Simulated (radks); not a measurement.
Results of a calculation; reference values are marked as such.
Question: The arsenic ion As31+, [He]. Code: a radial shooting solver on a logarithmic mesh with Libxc functionals. Model: non-relativistic Kohn-Sham, PBE, spin-polarised, spherical densities, point nucleus. Every spin shell is full or empty, so the densities are truly spherical. Functionals are evaluated on that one density, not self-consistently. Rank these exchange functionals by their error against the exact value of the orbitals, and give that value: LDA, revPBE, PW86, WC, AM05, SCAN, MS2, Tao-Mo.

Answer: Exact: -20.3902 hartree. From best to worst, with 100 (|E| - |E exact|)/|E exact| (equal figures are ties): SCAN +0.03, MS2 +0.03, Tao-Mo +0.04, PW86 -0.30, revPBE -0.58, WC -4.00, AM05 -11.00, LDA -14.21.
